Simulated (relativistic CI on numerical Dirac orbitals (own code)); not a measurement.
**Slater and spin-orbit integrals, Rh XVIII**

Calculated at this level of theory: Dirac-Coulomb-Breit CI, orbitals from a KLI potential per configuration, QED by a radiative potential, unscaled Slater integrals (own radial code, finite nucleus).

Slater integrals F^k, G^k are unscaled and averaged over j, outside the closed core [Ne] 3s2; ζ comes from projecting the Hamiltonian with its Breit term on Σ l·s of the shell.

- 3p⁶3d⁹4s: ζ(3d) = 15900, G^2(3d,4s) = 27812 cm⁻¹; <r>(3d) = 0.3548, <r^2>(3d) = 0.1487, <r>(4s) = 0.8283, <r^2>(4s) = 0.7694 (bohr units).
- 3p⁶3d⁹4p: ζ(3d) = 15912, F^2(3d,4p) = 80490, G^1(3d,4p) = 26638, G^3(3d,4p) = 26485, ζ(4p) = 35064 cm⁻¹; <r>(3d) = 0.3548, <r^2>(3d) = 0.1487, <r>(4p) = 0.8581, <r^2>(4p) = 0.8303 (bohr units).
- 3p⁶3d⁹4d: ζ(3d) = 15905, F^2(3d,4d) = 77526, F^4(3d,4d) = 38118, G^0(3d,4d) = 26160, G^2(3d,4d) = 31789, G^4(3d,4d) = 24638, ζ(4d) = 3771.1 cm⁻¹; <r>(3d) = 0.3548, <r^2>(3d) = 0.1488, <r>(4d) = 0.8974, <r^2>(4d) = 0.9184 (bohr units).

Averages of the first 10 configurations, taken without configuration mixing, which lowers the lowest level and can move excited configurations by several eV; other configurations of the list can lie among them:

```csv
Configuration,Parity,States,Average energy above the lowest level (eV)
3p⁶3d¹⁰,even,1,0.1
3p⁶3d⁹4s,even,20,291.2
3p⁶3d⁹4p,odd,60,331.3
3p⁶3d⁹4d,even,100,392.2
3p⁶3d⁸4s²,even,45,601.2
3p⁶3d⁹4f,odd,140,451.9
3p⁶3d⁸4s4p,odd,540,638.2
3p⁵3d¹⁰4s,odd,12,487.1
3p⁶3d⁹5s,even,20,484.6
3p⁶3d⁸4p²,even,675,680.8
```
